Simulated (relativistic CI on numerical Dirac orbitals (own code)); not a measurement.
Hyperfine structure of Bi⁴⁴⁺, mass number 207

Method of calculation: Dirac-Coulomb-Breit CI, orbitals from a KLI potential per configuration, QED by a radiative potential, unscaled Slater integrals (own radial code, finite nucleus).

Configuration list (outside the closed core [Ar] 3d10): 4s²4p⁶4d³, 4s²4p⁶4d²4f, 4s²4p⁵4d⁴, 4s4p⁶4d⁴, 4s4p⁶4d³4f, 4s²4p⁶4d²5s, 4s²4p⁶4d4f5s, 4s²4p⁶4d²5p, 4s²4p⁶4d²5d, 4s²4p⁵4d³5s, 4s²4p⁶4d4f², 4s²4p⁶4f³, 4s4p⁶4d4f³, 4s²4p⁶4f²5s, 4s²4p⁶4f²5p, 4s²4p⁶4d5s², 4s²4p⁶4f5s², 4s4p⁶4d4f5s², 4s²4p⁶5s²5p. Double excitations out of closed p, d and f shells are left out; levels of such configurations are missing from the list, as are those of other unlisted configurations, and high levels can miss mixing partners. These lack a partner that the ground configuration has and come out too high: 4s²4p⁶4d²5d, 4s²4p⁵4d³5s.

Nuclear spin I = 9/2, μ = 4.0729 μN, Q = -0.76 b (tables of Stone and Pyykkö). The electronic factors are computed for point nuclear moments, without core polarisation or the Bohr-Weisskopf and QED corrections.

```tsv
Level	E (eV)	A (MHz)	B (MHz)
4s²4p⁶4d³ ⁴F5/2	30.1226	23040	11900
4s²4p⁶4d³ ⁴P1/2	35.3587	-16890	
4s²4p⁶4d³ ⁴F7/2	64.5426	18440	3070
4s²4p⁶4d³ ⁴F9/2	67.0694	19560	-6490
4s²4p⁶4d³ ²P1/2	70.1410	-7945	
4s²4p⁶4d³ ²H11/2	71.9384	22060	-46000
```

Levels with J = 0, under 50 % of one LS term, or S terms without an open s electron are left out. Small factors come from cancelling terms and can be off by tens of per cent or more.

At this charge energies of transitions that change n are usually good to better than 1 %, and those within a shell (Δn = 0) to a few per cent.

Give the hyperfine levels of 4s²4p⁶4d³ ⁴F5/2 relative to its centre of gravity.

With K = F(F + 1) − I(I + 1) − J(J + 1), E = AK/2 + B[¾K(K + 1) − I(I + 1)J(J + 1)]/[2I(2I − 1)J(2J − 1)]: F = 2: -311400, F = 3: -245800, F = 4: -157000, F = 5: -43800, F = 6: 95360, F = 7: 262200 MHz.

LS names give the leading component of a level, which can be under half, so a name can repeat, a term be missing and a line seem to break the LS rules.
